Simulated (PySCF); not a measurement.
# Computed properties of MgBr₂, SMILES [Br][Mg][Br]

MgBr₂, SMILES [Br][Mg][Br]. Geometry: B3LYP-D3(BJ)/def2-TZVP. Other conformers were not sampled. All values are computed for the isolated molecule unless a solvent is named; none is compared with measurement here.

**Structure.** The optimised structure has D∞h symmetry. All 4 harmonic modes at B3LYP-D3(BJ)/def2-TZVP (PySCF) are real, so it is a minimum. With heavy atoms numbered as in [Mg:1]([Br:2])[Br:3], the shortest bond between them is Mg1–Br2 at 2.327 Å and the longest Mg1–Br3 at 2.327 Å.

**Vibrations.** The strongest infrared lines (harmonic, unscaled, degenerate partners summed) lie at 521 cm⁻¹ (131 km/mol, Mg 87 %, Br 13 %), 92 cm⁻¹ (68 km/mol, Mg 87 %, Br 13 %). The softest mode is at 92 cm⁻¹ and the zero-point energy is 1.3 kcal/mol.

**Electronic structure.** CAM-B3LYP/def2-TZVPD (PySCF) places the frontier levels at -9.80 and -1.18 eV, a gap of 8.62 eV, and gives a dipole moment of 0.00 D and a mean polarisability of 66.6 bohr³.

**Excitations.** TDA-ωB97X/def2-SVPD (PySCF) has S1 at 5.79 eV (214 nm, f = 0.000, dark); the most intense of the 10 singlets computed lies at 5.99 eV (f = 0.22). Strengths of degenerate partners are summed. T1 (TDA) is at 5.62 eV, 0.17 eV under S1. No vertical singlet excitation falls in the visible range (under 3.1 eV).
